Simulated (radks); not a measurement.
The mean radii <r> (bohr) of the occupied orbitals of an atom or ion are listed with their occupations. Method: Dirac Kohn-Sham, PBE, spin-unpolarised, spherical densities, finite nucleus; Fermi nuclear charge, rms radius of each element as measured or else 0.836 A^(1/3) + 0.57 fm; computed with a radial shooting solver on a logarithmic mesh with Libxc functionals.

| orbital | occ. | <r> |
|---|---|---|
| 1s1/2 | 2 | 0.02507 |
| 2s1/2 | 2 | 0.1069 |
| 2p1/2 | 2 | 0.08987 |
| 2p3/2 | 4 | 0.09596 |
| 3s1/2 | 2 | 0.2838 |
| 3p1/2 | 2 | 0.2735 |
| 3p3/2 | 4 | 0.2854 |
| 3d3/2 | 4 | 0.2560 |
| 3d5/2 | 6 | 0.2597 |
| 4s1/2 | 2 | 0.6279 |
| 4p1/2 | 2 | 0.6399 |
| 4p3/2 | 4 | 0.6614 |
| 4d3/2 | 2 | 0.6856 |
| 4d5/2 | 3 | 0.6921 |

Name the element and its charge. Open shells, if any, are shared by 2j + 1.

Answer. Z = 57, lanthanum, charge +16: La16+ in [Kr] 4d5. The 1s radius gives Z: for a bare nucleus <r> = (2 gamma + 1)/(2Z) with gamma = sqrt(1 - (Z/c)^2), 0.02473 bohr for Z = 57, and screening makes it slightly larger (0.02507 here). The occupations add up to 41, and the charge is Z minus that.
